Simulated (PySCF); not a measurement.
## Static response to an electric field

Species: hexylamine, C6H15N.
Geometry (GFN2-xTB, Å), atoms numbered from 1 in this order:
```
atom  x, y, z in Å
C1    -3.5095    0.1775    0.2887
C2    -2.1919    0.3072   -0.4658
C3    -1.0224   -0.2634    0.3325
C4     0.3082   -0.0877   -0.3935
C5     1.4734   -0.6895    0.3874
C6     2.8176   -0.3731   -0.2663
N7     3.0482    1.0634   -0.2744
H8    -3.4617    0.7109    1.2358
H9    -4.3300    0.5882   -0.2951
H10   -3.7273   -0.8676    0.4977
H11   -2.2675   -0.2184   -1.4204
H12   -1.9984    1.3599   -0.6830
H13   -0.9727    0.2380    1.3021
H14   -1.1981   -1.3261    0.5194
H15    0.2520   -0.5623   -1.3758
H16    0.5079    0.9732   -0.5486
H17    1.4728   -0.2904    1.4052
H18    1.3570   -1.7734    0.4542
H19    3.6124   -0.9333    0.2581
H20    2.8041   -0.7073   -1.3079
H21    3.0791    1.4157    0.6773
H22    3.9365    1.2778   -0.7137
```

Level: PBE0/def2-SVPD (PySCF), static field, nuclei fixed, core orbitals frozen in the response. The polarisability tensor in these axes (au):

```
x   100.80  -0.39  -1.52
y    -0.39  76.91  -1.60
z    -1.52  -1.60  75.77
```

Q: What are the eigenvalues, a third of the trace, and Δα (Δα² = ½Σ(αi − αj)² over the three pairs)?

A: Principal values 74.56, 78.03 and 100.89 au; mean 84.49 au = 12.52 Å³ = 13.93 × 10⁻⁴⁰ C²·m²/J; Δα = 24.78 au (29 % of the mean).

Q: What is the dipole moment, and where does it point?

A: (1.09, -0.37, 0.51) D, 1.25 D in size, pointing from the negative to the positive side. Measured along this direction, the outermost atoms are H9 at the negative end and H19 at the positive end.

Q: What molar refraction does this α imply?

A: Lorentz–Lorenz: R = (4π/3)N_A α = 2.5225 cm³/(mol·Å³) × 12.52 Å³ = 31.6 cm³/mol, in the limit of long wavelengths.

Q: Orientational against electronic polarisability at 500 K (dilute gas, rigid molecules)?

A: In Gaussian units μ²/3kT = 7.59 Å³ against 12.52 Å³, a ratio of 0.61; the Debye molar polarisation (4π/3)N_A(α + μ²/3kT) is 50.7 cm³/mol, leaving out the vibrational part.

Q: Along which axes do the principal values lie, and how far do the nuclei extend along each?

A: Largest value along (1.00, -0.01, -0.06), where the nuclei span 8.27 Å; middle along (-0.02, 0.82, -0.57), 3.30 Å; least along (0.06, 0.57, 0.82), 2.97 Å. The response follows the extents in order.

Q: Find the Langevin capture rate constant for NO+ (29.998 u) meeting this molecule (101.120 u), k = 2.342 × 10⁻⁹ cm³/s × √(α in Å³ / reduced mass in u).

A: The reduced mass is 23.13 u, so k = 1.72 × 10⁻⁹ cm³/s. The formula leaves out the permanent dipole, which adds to the capture rate.

The structure is a single GFN2-xTB conformer in the gas phase; no vibrational or solvent corrections.

These values come from a run that also computed excited states. Hardware: an Arm Neoverse V1 with one thread (shared host). Cost: 48 s, 1.1 GiB resident at most.
